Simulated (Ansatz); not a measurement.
`B[Se][SiH2][SiH3]` + `NB(O)Cl` → `BOB(N)Cl` + `[SiH3][SiH2][SeH]`  (ligand exchange at a B–Se bond)

Program: Ansatz. Geometries: PBE0-D4/def2-TZVP. ΔE: electronic, gas phase. CCSD(T)/CBS is the MP2 limit (def2-TZVPP, def2-QZVPP) plus CCSD(T) − MP2 in def2-TZVPP, frozen cores. Functionals use def2-TZVPP. B3LYP here is the variant with VWN-RPA as its local correlation; programs differ in this. For Se outer-core shells are correlated without core-valence functions, which leaves a few kJ/mol of doubt a bond. Scalar relativity is left out up to krypton. Each species was taken in one conformer, which may not be the lowest.

```
        level  ΔE (kJ/mol)
      BLYP-D4        -34.4
    r2SCAN-D4        -28.6
      ωB97M-V        -35.1
        B3LYP        -39.5
  HF/def2-SVP        -56.0
CCSD/def2-SVP        -46.1
HF/def2-QZVPP        -53.4
 HF/CBS(def2)        -53.7
```

Task: What does CCSD(T)/CBS give? (An estimate is asked.)

Result: Computed: -28.7 kJ/mol. The listed levels differ from it by -5.7, 0.1, -6.4, -10.8, -27.3, -17.4, -24.7, -25.0 kJ/mol.

Largest T1 diagnostic among the species: 0.014.

Leaving LDA and LC-ωPBE aside and taking each functional with its dispersion term where it has one, the values, not all of them listed here, spread over 20.9 kJ/mol, from CAM-B3LYP-D4 to revPBE-D4. LDA lies −3.5 kJ/mol from PBE without D4. In def2-TZVPP, CCSD(T) changes the Hartree–Fock value by +22.0 kJ/mol (the triples alone add +3.7 kJ/mol) and MP2 by +25.9 kJ/mol. From PBE to PBE0 (25 % exact exchange), in def2-TZVPP and without D4, ΔE moves by −3.0 kJ/mol.
